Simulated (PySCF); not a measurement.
PySCF job for Si(H)(Me)(OMe)(NH2) (C2H9NOSi), SMILES [SiH](OC)(N)C, TDA-PBE/def2-SVPD. Geometry: B3LYP-D3(BJ)/def2-SVP. One conformer was computed; it need not be the lowest.

```python
import numpy as np
from pyscf import gto, scf, dft, tdscf

mol = gto.M(
    atom='''
    Si    0.32825583    0.10838378   -0.43964325
    C     1.89335883   -0.89364271   -0.27988868
    N     0.55133637    1.69961435    0.19860736
    O    -0.83425427   -0.79678737    0.36337534
    C    -2.16047059   -0.37201322    0.54590183
    H    -0.10824759    0.31539381   -1.85300251
    H     1.73715411   -1.92346338   -0.63714017
    H     2.20756053   -0.95092026    0.77532621
    H     2.71227183   -0.43892557   -0.85855710
    H    -0.01558079    2.48016009   -0.11459913
    H     0.90120685    1.85216310    1.13943728
    H    -2.72627107   -0.35690083   -0.40636300
    H    -2.67228366   -1.06700782    1.23123020
    H    -2.21404149    0.64306216    0.98534038
    ''',
    basis='def2-SVPD',
    charge=0,
    spin=0,
    max_memory=1600,
    verbose=4,
)
mf = dft.RKS(mol, xc='pbe').density_fit(auxbasis='def2-universal-jkfit')
mf.grids.level = 3
mf.conv_tol = 1e-9
mf.max_cycle = 100
mf.kernel()
mf.grids = dft.Grids(mol).set(level=1).build(with_non0tab=True)  # coarser grid for the response kernel
td = tdscf.TDA(mf)
td.singlet = True
td.nstates = 10
td.conv_tol = 1e-4
td.positive_eig_threshold = 1e-6
td.kernel(x0=td.get_init_guess(mf, 15))
td.analyze()
tt = tdscf.TDA(mf)
tt.singlet = False
tt.nstates = 4
tt.conv_tol = 1e-4
tt.positive_eig_threshold = 1e-6
tt.kernel(x0=tt.get_init_guess(mf, 9))
tt.analyze(verbose=3)
```

It prints:

```
PySCF version 2.14.0

[INPUT] verbose = 4
[INPUT] num. atoms = 14
[INPUT] num. electrons = 50
[INPUT] charge = 0
[INPUT] spin (= nelec alpha-beta = 2S) = 0
[INPUT] symmetry False subgroup None
[INPUT] Mole.unit = angstrom
[INPUT] Symbol           X                Y                Z      unit          X                Y                Z       unit  Magmom
[INPUT]  1 Si     0.328255830000   0.108383780000  -0.439643250000 AA    0.620313617492   0.204815660545  -0.830805335014 Bohr   0.0
[INPUT]  2 C      1.893358830000  -0.893642710000  -0.279888680000 AA    3.577929644227  -1.688739975114  -0.528912950566 Bohr   0.0
[INPUT]  3 N      0.551336370000   1.699614350000   0.198607360000 AA    1.041874741812   3.211805638881   0.375313516723 Bohr   0.0
[INPUT]  4 O     -0.834254270000  -0.796787370000   0.363375340000 AA   -1.576512088549  -1.505709908812   0.686679873021 Bohr   0.0
[INPUT]  5 C     -2.160470590000  -0.372013220000   0.545901830000 AA   -4.082697715277  -0.703003100518   1.031604949599 Bohr   0.0
[INPUT]  6 H     -0.108247590000   0.315393810000  -1.853002510000 AA   -0.204558298744   0.596007922283  -3.501667252032 Bohr   0.0
[INPUT]  7 H      1.737154110000  -1.923463380000  -0.637140170000 AA    3.282745504063  -3.634818998830  -1.204020424259 Bohr   0.0
[INPUT]  8 H      2.207560530000  -0.950920260000   0.775326210000 AA    4.171684805100  -1.796978857700   1.465154194097 Bohr   0.0
[INPUT]  9 H      2.712271830000  -0.438925570000  -0.858557100000 AA    5.125450934073  -0.829449116369  -1.622437781301 Bohr   0.0
[INPUT] 10 H     -0.015580790000   2.480160090000  -0.114599130000 AA   -0.029443425904   4.686823315177  -0.216560969813 Bohr   0.0
[INPUT] 11 H      0.901206850000   1.852163100000   1.139437280000 AA    1.703034128082   3.500080997025   2.153224395319 Bohr   0.0
[INPUT] 12 H     -2.726271070000  -0.356900830000  -0.406363000000 AA   -5.151905663625  -0.674444822330  -0.767914777157 Bohr   0.0
[INPUT] 13 H     -2.672283660000  -1.067007820000   1.231230200000 AA   -5.049884244550  -2.016352552569   2.326687874293 Bohr   0.0
[INPUT] 14 H     -2.214041490000   0.643062160000   0.985340380000 AA   -4.183932044524   1.215211363471   1.862023457675 Bohr   0.0

nuclear repulsion = 250.680294969978
number of shells = 79
number of NR pGTOs = 255
number of NR cGTOs = 179
basis = def2-SVPD
ecp = {}


[settings echo left out]
init E= -500.601043433705
  HOMO = -0.319638029443623  LUMO = -0.0355898725232202  gap/eV = 7.72934
cycle= 1 E= -500.344385963171  delta_E= 0.257  |g|= 0.898  |ddm|= 4.78
  HOMO = -0.0643979070185146  LUMO = 0.0145275637331932  gap/eV = 2.14767
cycle= 2 E= -499.70286167889  delta_E= 0.642  |g|= 1.93  |ddm|=  3.8
  HOMO = -0.217514868772682  LUMO = -0.00672465746707251  gap/eV = 5.73589
cycle= 3 E= -500.504220067101  delta_E= -0.801  |g|= 0.274  |ddm|= 3.02
  HOMO = -0.225669427611038  LUMO = -0.00939253484939506  gap/eV = 5.88519
cycle= 4 E= -500.518808535374  delta_E= -0.0146  |g|= 0.104  |ddm|= 0.379
  HOMO = -0.217078742905539  LUMO = -0.00671753808238851  gap/eV = 5.72422
cycle= 5 E= -500.520887373247  delta_E= -0.00208  |g|= 0.036  |ddm|= 0.171
  HOMO = -0.220719292181617  LUMO = -0.00759035590187995  gap/eV = 5.79953
cycle= 6 E= -500.521186073872  delta_E= -0.000299  |g|= 0.0107  |ddm|= 0.0568
  HOMO = -0.220414769972905  LUMO = -0.00757697658667356  gap/eV = 5.79161
cycle= 7 E= -500.52121510803  delta_E= -2.9e-05  |g|= 0.00159  |ddm|= 0.0144
  HOMO = -0.220443349374915  LUMO = -0.00756253888534886  gap/eV = 5.79278
cycle= 8 E= -500.521215741256  delta_E= -6.33e-07  |g|= 0.000472  |ddm|= 0.00285
  HOMO = -0.220458035877847  LUMO = -0.00756695278323471  gap/eV = 5.79306
cycle= 9 E= -500.521215788194  delta_E= -4.69e-08  |g|= 0.000152  |ddm|= 0.000714
  HOMO = -0.220463698954672  LUMO = -0.00757052163413885  gap/eV = 5.79312
cycle= 10 E= -500.521215794241  delta_E= -6.05e-09  |g|= 2.57e-05  |ddm|= 0.000187
  HOMO = -0.220464738583622  LUMO = -0.00757085455722173  gap/eV = 5.79314
cycle= 11 E= -500.521215794388  delta_E= -1.47e-10  |g|= 9.32e-06  |ddm|= 4.72e-05
  HOMO = -0.22046455857738  LUMO = -0.00757087447577565  gap/eV = 5.79313
Extra cycle  E= -500.521215794379  delta_E= 9.09e-12  |g|= 1.2e-05  |ddm|= 3.33e-05
converged SCF energy = -500.521215794379
tot grids = 49320
Overwritten attributes  positive_eig_threshold  of <class 'pyscf.tdscf.rks.TDA'>


******** <class 'pyscf.tdscf.rks.TDA'> for <class 'pyscf.df.df_jk.DFRKS'> ********
nstates = 10 singlet
deg_eia_thresh = 1.000e-03
wfnsym = None
conv_tol = 0.0001
eigh lindep = 1e-12
eigh level_shift = 0
eigh max_cycle = 100


Excitation energies (eV)
[5.91579034 6.26721708 6.43230781 6.72203465 6.85540014 6.94320223
 7.08388481 7.12591709 7.29535422 7.52919465]

** Singlet excitation energies and oscillator strengths **
Excited State   1:      5.91579 eV    209.58 nm  f=0.0497
      25 -> 26       -0.70008
Excited State   2:      6.26722 eV    197.83 nm  f=0.0028
      24 -> 26       -0.70361
Excited State   3:      6.43231 eV    192.75 nm  f=0.0007
      25 -> 27        0.69955
Excited State   4:      6.72203 eV    184.44 nm  f=0.0078
      25 -> 28        0.69062
      25 -> 29       -0.10659
Excited State   5:      6.85540 eV    180.86 nm  f=0.0144
      24 -> 27        0.70080
Excited State   6:      6.94320 eV    178.57 nm  f=0.0052
      23 -> 26       -0.70072
Excited State   7:      7.08388 eV    175.02 nm  f=0.0080
      24 -> 28        0.42063
      25 -> 29        0.47388
      25 -> 30       -0.29710
Excited State   8:      7.12592 eV    173.99 nm  f=0.0274
      24 -> 28       -0.53832
      25 -> 29        0.24371
      25 -> 30       -0.37386
Excited State   9:      7.29535 eV    169.95 nm  f=0.0454
      24 -> 28        0.13144
      25 -> 29       -0.41459
      25 -> 30       -0.50765
Excited State  10:      7.52919 eV    164.67 nm  f=0.0067
      24 -> 29        0.64419
      24 -> 30       -0.26668

** Transition electric dipole moments (AU) **
state          X           Y           Z        Dip. S.      Osc.
  1        -0.5114     -0.1265      0.2556      0.3428      0.0497
  2         0.1032     -0.0862     -0.0174      0.0184      0.0028
  3         0.0594     -0.0086      0.0337      0.0047      0.0007
  4         0.2021     -0.0195     -0.0784      0.0474      0.0078
  5         0.2320     -0.1159      0.1363      0.0859      0.0144
  6         0.1334      0.0525     -0.1015      0.0309      0.0052
  7         0.1059     -0.1768      0.0625      0.0464      0.0080
  8        -0.1909     -0.2777     -0.2077      0.1567      0.0274
  9         0.1617      0.3241      0.3502      0.2538      0.0454
 10         0.1384      0.0603      0.1158      0.0362      0.0067

** Transition velocity dipole moments (imaginary part, AU) **
state          X           Y           Z        Dip. S.      Osc.
  1        -0.0986     -0.0261      0.0491      0.0128      0.0393
  2         0.0259     -0.0035      0.0034      0.0007      0.0020
  3         0.0177      0.0005      0.0130      0.0005      0.0014
  4         0.0617      0.0144     -0.0094      0.0041      0.0111
  5         0.0428     -0.0253      0.0275      0.0032      0.0085
  6         0.0349      0.0100     -0.0167      0.0016      0.0042
  7         0.0111     -0.0394      0.0230      0.0022      0.0057
  8        -0.0332     -0.0509     -0.0507      0.0063      0.0159
  9         0.0380      0.0527      0.0644      0.0084      0.0208
 10         0.0267      0.0067     -0.0002      0.0008      0.0018

** Transition magnetic dipole moments (imaginary part, AU) **
state          X           Y           Z
  1        -0.2283      0.1236     -0.3229
  2         0.3120     -0.1860      0.3873
  3         0.2413     -0.0023      0.0942
  4        -0.0049     -0.1983      0.1109
  5         0.3216     -0.0432     -0.0293
  6         0.0008     -0.2013      0.7875
  7        -0.2351     -0.0681     -0.0113
  8         0.3906      0.2402      0.0786
  9        -0.2693     -0.1552     -0.0887
 10        -0.2808      0.3905     -0.0570


******** <class 'pyscf.tdscf.rks.TDA'> for <class 'pyscf.df.df_jk.DFRKS'> ********
nstates = 4 triplet
deg_eia_thresh = 1.000e-03
wfnsym = None
conv_tol = 0.0001
eigh lindep = 1e-12
eigh level_shift = 0
eigh max_cycle = 100


Excitation energies (eV)
[5.63911295 6.14801871 6.34478025 6.52198865]

** Triplet excitation energies and oscillator strengths **
Excited State   1:      5.63911 eV    219.86 nm  f=0.0000
Excited State   2:      6.14802 eV    201.67 nm  f=0.0000
Excited State   3:      6.34478 eV    195.41 nm  f=0.0000
Excited State   4:      6.52199 eV    190.10 nm  f=0.0000
```

Self-consistency was reached.

Cost: about 80 core-seconds (a rough figure).
